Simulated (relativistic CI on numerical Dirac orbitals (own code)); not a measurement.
## Sc²⁺ in a cubic cluster: 2p photoemission with charge transfer

Computed with a charge-transfer multiplet model of a cubic metal-ligand cluster with up to 2 ligand holes, Slater and spin-orbit integrals from Dirac-Coulomb-Breit ions, Slater integrals scaled by 0.9. The ground state mixes d1 with configurations of k ligand holes L, whose averages lie at kΔ + k(k − 1)U_dd/2; a core hole lowers each added d electron by U_cd. 300 K, Lorentzian 0.6 eV and Gaussian 0.8 eV FWHM.

Atomic integrals in eV (Slater integrals scaled, ζ unscaled), ground: F2dd 5.299, F4dd 3.246, zeta_d 0.008; with the core hole: F2dd 5.299, F4dd 3.246, zeta_d 0.020, zeta_core 3.005, F2cd 4.627, G1cd 3.325, G3cd 1.884. Where a configuration has fewer than two d electrons, the dd integrals are those of d2.

Cluster parameters (eV): Δ = 8.2, U_cd = 6.6, 10Dq = 0.75, 10Dq(ligand) = 0.5, V(eg) = 1.7, V(t2g) = -0.86, final-state hopping factor = 0.8.

```csv
Case,n_d,d1,d2L,d3L2,S
U_dd = 3.8 eV,1.18,0.83,0.16,0.01,0.50
U_dd = 5.2 eV,1.18,0.83,0.16,0.01,0.50
U_dd = 7.3 eV,1.17,0.83,0.16,0.01,0.50
```

Weights, n_d and S are thermal averages at 300 K. Binding energies count from the first peak over 30 % of the highest in each spectrum, which can be another peak from case to case. The parameters are a model scan and need not match a compound or its usual spin state. Peaks in eV (height, largest 100):
- U_dd = 3.8 eV: 0.0 (100), 4.9 (59), 10.3 (8)
- U_dd = 5.2 eV: 0.0 (100), 4.8 (57), 10.6 (7)
- U_dd = 7.3 eV: 0.0 (100), 2.5 (15), 4.8 (55), 10.8 (6)

Curve for U_dd = 3.8 eV (points under 2 left out, the grid thinned):

(E (eV), Intensity): (-3.4, 2.1), (-3.0, 2.7), (-2.7, 3.3), (-2.3, 4.7), (-1.9, 7.4), (-1.6, 11.7), (-1.2, 25.2), (-0.9, 45.0), (-0.5, 79.3), (-0.1, 99.8), (0.2, 94.5), (0.6, 68.6), (1.0, 42.1), (1.3, 27.9), (1.7, 17.7), (2.1, 15.8), (2.4, 16.4), (2.8, 16.9), (3.1, 17.9), (3.5, 22.0), (3.9, 30.7), (4.2, 41.3), (4.6, 55.4), (5.0, 57.6), (5.3, 51.1), (5.7, 39.7), (6.1, 28.6), (6.4, 21.8), (6.8, 16.4), (7.1, 13.7), (7.5, 10.4), (7.9, 8.1), (8.2, 7.0), (8.6, 6.1), (9.0, 5.9), (9.3, 6.2), (9.7, 6.8), (10.1, 7.4), (10.4, 7.6), (10.8, 6.6), (11.1, 5.3), (11.5, 3.6), (11.9, 2.8), (12.2, 2.5), (12.6, 2.1)

For the case U_dd = 5.2 eV, Δ = 8.2 eV is larger than U_dd = 5.2 eV, the Mott-Hubbard side of the Zaanen-Sawatzky-Allen scheme. With the core hole the average of the configuration with one ligand hole lies at Δ − U_cd = 1.6 eV before mixing: the effective hopping of about 3.1 eV (from the holes of the mixed ground state) is comparable with this gap or larger, so the configurations mix strongly.
